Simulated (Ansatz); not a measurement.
System: AlF$_{2}$ (charge +1, singlet). It need not be the lowest isomer of its formula. 
Coordinates optimised at B3LYP-D3(BJ)/def2-TZVP (Ansatz, an electronic-structure program):
SMILES: [F][Al+][F]
```xyz
3

Al     0.0000     0.0000     0.0000
F      0.0000     0.0000    -1.5918
F      0.0000     0.0000     1.5918
```
Charge +1, spin multiplicity 1.

Total electronic energies in hartree. Cores are frozen in the correlated levels unless marked. Spin-orbit coupling is left out. No relativistic terms. CBS(X,Y): correlation extrapolated as X^-3; Hartree-Fock from the larger set.

| level | program | energy (Eh) |
|---|---|---|
| HF/cc-pV(D+d)Z | Ansatz | -440.60487 |
| RI-HF/aug-cc-pV(T+d)Z | Ansatz | -440.70723 |
| revPBE/def2-TZVPD | Ansatz | -441.88334 |
| B97M-V/def2-TZVPD | Ansatz | -441.87316 |
| r2SCAN0-D4/def2-TZVPD | Ansatz + dftd4 | (withheld) |
| LC-wPBE-D3(BJ)/def2-TZVPD | Ansatz + dftd3 | -441.80884 |
| LC-wPBE/def2-TZVPD | Ansatz | -441.80795 |
| CCSD/aug-cc-pV(D+d)Z | Ansatz | -441.09951 |
| CCSD(T)/CBS(aug-cc-pV(T+d)Z,aug-cc-pV(Q+d)Z) | Ansatz | -441.3851 |

**Question.** Fill in the missing entries.

**Answer.** 
- r2SCAN0-D4/def2-TZVPD, energy (Eh): -441.86412
